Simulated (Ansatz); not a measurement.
BrF$_{3}$Ti, SMILES `[F][Ti]([F])([F])[Br]`. The species carries charge 0 and has multiplicity 1.

List the harmonic frequencies (cm⁻¹, unscaled) at PBE0-D4/def2-TZVP in Ansatz. (Estimate.)

Ansatz gave: 142, 142, 183, 207, 207, 384, 752, 810, 810.

Is this a minimum?

Yes, all 9 modes are real.

Give the ideal-gas thermochemistry at 298.15 K and 1 bar (rigid rotor, harmonic oscillator; point group C3v, symmetry number 3).

Zero-point energy 21.7 kJ/mol; H(298) − E = 41.0 kJ/mol; entropy 341.3 J/(mol·K), of which translation 173.9, rotation 110.2, vibration 57.2; G(298) − E = -60.7 kJ/mol.
